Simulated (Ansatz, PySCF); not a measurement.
CBr3, SMILES Br[C](Br)Br, multiplicity 2. Atoms are numbered in the order given.

```xyz
4

C      0.0000    -0.0001     0.2439
Br     1.5925     0.9195     0.0157
Br    -1.5925     0.9195     0.0157
Br     0.0000    -1.8389     0.0152
```
Charge 0, spin multiplicity 2.

Geometry: ωB97X-D3(BJ)/def2-SVP.

Two levels are set side by side: PBE-D3(BJ)/def2-SVP (Ansatz, a program for electronic structure) and ωB97X-D3(BJ)/def2-SVP (PySCF). Each level has its own optimised geometry; the coordinates shown are those of the second. Frequencies come from the Hessian of PySCF at each geometry. Differences are taken from unrounded values.

```tsv
quantity	ωB97X-D3(BJ)
mean bond length (Å)	1.853
bond C1–Br2 (Å)	1.853
bond C1–Br3 (Å)	1.853
bond C1–Br4 (Å)	1.853
highest harmonic wavenumber (cm⁻¹)	860
mean harmonic wavenumber (cm⁻¹)	425
zero-point energy (kcal/mol)	3.65
```

### Question
What does PBE-D3(BJ) give, and how far is it from ωB97X-D3(BJ)? (The exact figures need the calculation; the answer reports its results.)

### Answer

| quantity | PBE-D3(BJ) | PBE-D3(BJ) minus ωB97X-D3(BJ) |
|---|---|---|
| mean bond length (Å) | 1.884 | 0.031 |
| bond C1–Br2 (Å) | 1.884 | 0.031 |
| bond C1–Br3 (Å) | 1.884 | 0.031 |
| bond C1–Br4 (Å) | 1.884 | 0.031 |
| highest harmonic wavenumber (cm⁻¹) | 749 | -111 |
| mean harmonic wavenumber (cm⁻¹) | 391 | -35 |
| zero-point energy (kcal/mol) | 3.35 | -0.30 |

GGA bonds tend to be longer and softer than those of functionals with exact exchange. Differences between two approximate levels are no errors against the true value.
